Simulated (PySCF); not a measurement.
tin monoxide cation (OSn), SMILES [Sn]=[O] (connectivity only; charge and spin as stated), charge +1, multiplicity 2.

The structure is a stationary point at PBE-D3(BJ)/def2-TZVP. The spin state was assumed, not searched. The def2 effective core potentials stand for the cores of Sn; spin–orbit coupling is left out.

Computed with IEF-PCM-ωB97X/def2-TZVPD in PySCF.

The values are the electrostatic part of the solvation free energy, E(continuum) − E(gas) at the gas-phase geometry, in a cavity of scaled van der Waals radii (PySCF's table); cavitation and dispersion terms are not included. A continuum can't describe solvent molecules that bind to the metal.

Computed values in water (ε = 78.36), diethylether (ε = 4.24), tetrahydrofuran (ε = 7.43):
```json
[
 {"solvent": "water", "ε": "78.36", "ΔG(elec) (kcal/mol)": "-69.1"},
 {"solvent": "diethylether", "ε": "4.24", "ΔG(elec) (kcal/mol)": "-52.7"},
 {"solvent": "tetrahydrofuran", "ε": "7.43", "ΔG(elec) (kcal/mol)": "-60.1"}
]
```
